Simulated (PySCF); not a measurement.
## Polarisability as a sum over states

Species: CH8F3P3Si2.
Structure used (PBE0-D3(BJ)/def2-SVP), in Å, numbered top down from 1:
```
atom  x, y, z in Å
F1     2.3750    2.1652   -1.0189
C2     1.5011    1.6929   -0.1284
F3     0.7125    2.7045    0.2494
F4     2.1963    1.3149    0.9475
P5     0.4583    0.3300   -0.9392
Si6    2.0455   -1.3000   -0.8831
P7    -0.6472   -0.3021    0.9136
Si8   -2.3723    1.1609    0.6195
P9    -1.7091   -1.9921   -0.1232
H10    2.4676   -1.6374    0.5070
H11    1.4156   -2.4910   -1.5256
H12    3.2037   -0.8373   -1.7010
H13   -1.9625    2.4926    1.1458
H14   -2.7624    1.2603   -0.8185
H15   -3.5187    0.6364    1.4241
H16   -0.8050   -2.9958    0.3468
H17   -2.6030   -2.1897    0.9750
```

Method: TDDFT B3LYP/def2-SVPD, vertical, gas phase, core orbitals frozen in the response (PySCF 2.14.0, density-fitted response routines).

Excitation energies and transition dipoles (atomic units, axes of the coordinates) of those of the lowest 10 singlets that add 0.02 au or more to the mean polarisability:

```json
{"state": "S1", "ΔE (hartree)": "0.1614", "μx": "-0.281", "μy": "-0.320", "μz": "0.229"}
{"state": "S2", "ΔE (hartree)": "0.1750", "μx": "-0.144", "μy": "-0.396", "μz": "-0.244"}
{"state": "S3", "ΔE (hartree)": "0.1888", "μx": "0.108", "μy": "0.057", "μz": "-0.060"}
{"state": "S4", "ΔE (hartree)": "0.1897", "μx": "0.475", "μy": "-0.199", "μz": "-0.312"}
{"state": "S5", "ΔE (hartree)": "0.1961", "μx": "0.298", "μy": "0.064", "μz": "-0.004"}
{"state": "S6", "ΔE (hartree)": "0.2023", "μx": "0.203", "μy": "-0.140", "μz": "0.104"}
{"state": "S7", "ΔE (hartree)": "0.2165", "μx": "-0.478", "μy": "0.108", "μz": "-0.180"}
{"state": "S8", "ΔE (hartree)": "0.2208", "μx": "0.488", "μy": "0.400", "μz": "0.112"}
{"state": "S9", "ΔE (hartree)": "0.2272", "μx": "0.165", "μy": "-0.175", "μz": "-0.124"}
{"state": "S10", "ΔE (hartree)": "0.2295", "μx": "-0.423", "μy": "-0.030", "μz": "0.105"}
```

Q: What does each state add to αxx, αyy and αzz, and how do the sums compare with the full static tensor?

A: Each state adds 2 μα² / ΔE.

```csv
state,αxx (au),αyy (au),αzz (au)
S1,0.98,1.27,0.65
S2,0.24,1.79,0.68
S3,0.12,0.03,0.04
S4,2.38,0.42,1.02
S5,0.91,0.04,0.00
S6,0.41,0.19,0.11
S7,2.11,0.11,0.30
S8,2.16,1.45,0.11
S9,0.24,0.27,0.14
S10,1.56,0.01,0.10
all 10 states,11.1,5.6,3.1
full response,177.4,165.4,128.8
share (%),6,3,2
```

The rest comes from the higher roots of the same response equations.

Q: Give the full tensor and its principal values.

A: In au, rows and columns x, y, z:
```
x   177.4  -2.7 -18.4
y    -2.7 165.4   6.3
z   -18.4   6.3 128.8
```
Principal values 122.0, 164.9 and 184.7 au; mean 157.2 au (23.30 Å³).

Q: By how much does the contribution of these states grow at 532 nm?

A: With ω = 0.0856 hartree each state's term in the mean polarisability goes from f / ΔE² to f / (ΔE² − ω²), f = (2/3) ΔE |μ|²; the sum over all 10 states goes from 6.61 to 8.25 au, a rise of 1.63 au.

A one-level model with all 56 active electrons at a single energy would need ΔE = √(N/α) = 16.2 eV to give this α, against S1 at 4.39 eV.

One conformer stands for the species.
